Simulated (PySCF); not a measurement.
## revPBE on In⁺ (indium, charge +1)

Configuration: [Kr] 4d10 5s1 6s1, high-spin 3S determinant (an excited configuration). All numbers are calculated (PySCF 2.14, scalar relativity by spin-free X2C-1e, in aug-cc-pVQZ-DK3).

```json
{"Total energy": "-5879.95 hartree", "One-electron energy": "-8069.86 hartree", "Hartree (Coulomb) energy": "2350.78 hartree", "Exchange-correlation energy": "-160.87 hartree", "⟨S²⟩": "2.0006", "⟨L²⟩": "0.000", "Sum of ⟨r⟩": "34.05 bohr", "Sum of ⟨r²⟩": "69.69 bohr²", "Langevin diamagnetic susceptibility": "-55.2 ×10⁻⁶ cm³/mol"}
```

```
shell  electrons  mean orbital energy (eV)  rms radius, mean of both spins (bohr)
 1s α          1                  -27714.4                                 0.0340
 1s β          1                  -27714.4                                 0.0340
 2s α          1                   -4161.9                                  0.139
 2s β          1                   -4161.9                                  0.139
 2p α          3                   -3739.1                                  0.124
 2p β          3                   -3739.1                                  0.124
 3s α          1                   -800.49                                  0.372
 3s β          1                   -800.46                                  0.372
 3p α          3                   -661.70                                  0.373
 3p β          3                   -661.67                                  0.373
 3d α          5                   -445.31                                  0.353
 3d β          5                   -445.28                                  0.353
 4s α          1                   -132.24                                  0.903
 4s β          1                   -132.18                                  0.903
 4p α          3                   -90.854                                  0.986
 4p β          3                   -90.762                                  0.986
 4d α          5                   -31.292                                   1.27
 4d β          5                   -30.976                                   1.27
 5s α          1                   -18.914                                   2.51
 6s α          1                    -5.959                                   6.10
```

The outer electron is Rydberg-like, and this basis confines it to a smaller radius and binds it less than a complete one would.

Densities and radii are taken from the X2C orbitals without a picture-change correction, which distorts them close to the nucleus.
